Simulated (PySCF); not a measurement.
B(AsH2)(F)2 (AsBF₂H₂), SMILES B(F)(F)[AsH2].

The structure is a stationary point at B3LYP-D3(BJ)/def2-SVP.

Method: PySCF with B3LYP-D3(BJ)/def2-SVP.

Frequencies are harmonic and unscaled.

```tsv
mode	ν (cm⁻¹)	IR (km/mol)	moving atoms (share of kinetic energy)
1	126	1.5	H 85 %, F 12 %
2	221	0.7	F 70 %, B 12 %, H 12 %
3	301	4.6	F 59 %, As 36 %
4	428	24.2	B 47 %, H 40 %, F 13 %
5	603	23.4	F 75 %, B 22 %
6	683	14.5	H 92 %
7	702	3.5	H 57 %, B 37 %
8	994	37.4	H 98 %
9	1223	364.8	B 66 %, F 33 %
10	1411	242.7	B 73 %, F 26 %
11	2197	61.1	H 99 %
12	2213	84.2	H 99 %
```
